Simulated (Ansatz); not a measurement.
What each rung costs, and what it gives

Saddle point of SiAsNH8S, closed shell (SiNH₅S ([NH2][SiH2][SH]) + AsH₃ → SiAsNH₆ ([NH2][SiH2][AsH2]) + H₂S; bonds formed: Si1–As7, S2–H6; bonds broken: Si1–S2, H6–As7), PBE0-D4/def2-TZVP structure:

Si1  (-0.238, -0.521, 0.155)
S2  (1.529, 0.410, 1.402)
H3  (-1.179, 0.490, 0.729)
H4  (0.871, -1.258, -0.530)
N5  (-1.254, -1.868, 0.376)
H6  (1.025, 0.962, -0.046)
As7  (0.048, 1.186, -1.744)
H8  (0.845, 1.400, 2.002)
H9  (-2.159, -1.812, 0.813)
H10  (-1.004, -2.801, 0.092)
H11  (-0.001, 2.571, -1.122)
H12  (1.516, 1.243, -2.130)
(Å)

Barriers are electronic and count from the start structure reached by relaxing down the imaginary mode.

Computed with Ansatz 0.2.0 (basis: as named in each row); correlated methods freeze the cores. Filled d shells of the heavier atoms are correlated. The def2 sets are not built for correlating such inner shells, so the correlated values are less sure here. B3LYP uses VWN-RPA correlation. Extrapolation: Hartree–Fock as exp(−7.88 √X), correlation as X^−2.97.

Times are rough, for one single point on 8 threads of a shared host (INTEL XEON PLATINUM 8581C).

The estimate by CCSD(T) at an estimated basis limit (MP2 extrapolated from triple and quadruple zeta, plus CCSD(T) − MP2 in triple zeta) is 50.39 kcal/mol.

```tsv
method	basis	time (s)	barrier (kcal/mol)	method less estimate
HF	STO-3G	under 1	106.51	56.12
PBE-D4	STO-3G	under 1	51.46	1.07
SPW92	def2-SVP	under 1	30.78	-19.61
PBE-D4	def2-SVP	under 1	38.30	-12.09
B3LYP-D4	6-31G	under 1	52.56	2.17
PBE0-D4	def2-SVP	under 1	44.49	-5.90
SPW92	def2-TZVPP	under 1	30.10	-20.29
PBE-D4	def2-TZVPP	1	37.28	-13.11
BLYP-D4	def2-TZVPP	1	44.34	-6.05
B3LYP-D4	def2-TZVPP	2	48.70	-1.69
BHLYP-D4	def2-TZVPP	2	55.83	5.44
r2SCAN-D4	def2-TZVPP	2	42.17	-8.22
wB97M-V	def2-SVP	2	51.66	1.27
PBE0-D4	def2-TZVPP	2	43.10	-7.29
CAM-B3LYP-D4	def2-TZVPP	2	53.15	2.76
r2SCAN0-D4	def2-TZVPP	2	46.08	-4.31
RPA on PBE	def2-TZVPP	3	51.86	1.48
B2PLYP	def2-TZVPP	3	51.25	0.86
PBE-QIDH	def2-TZVPP	3	47.99	-2.39
CCSD(T)	def2-SVP	3	57.22	6.83
B97M-V	def2-TZVPP	3	47.12	-3.26
wB97X-V	def2-TZVPP	3	52.92	2.53
wB97M-V	def2-TZVPP	4	50.89	0.50
MP2	def2-QZVPP	13	47.54	-2.85
CCSD(T)	def2-TZVPP	70	51.79	1.40
```

All methods are single points on the PBE0-D4 structures.

The T1 diagnostic stays at or below 0.012.

Labels in which every atom is bracketed show which atoms are joined, not bond orders.
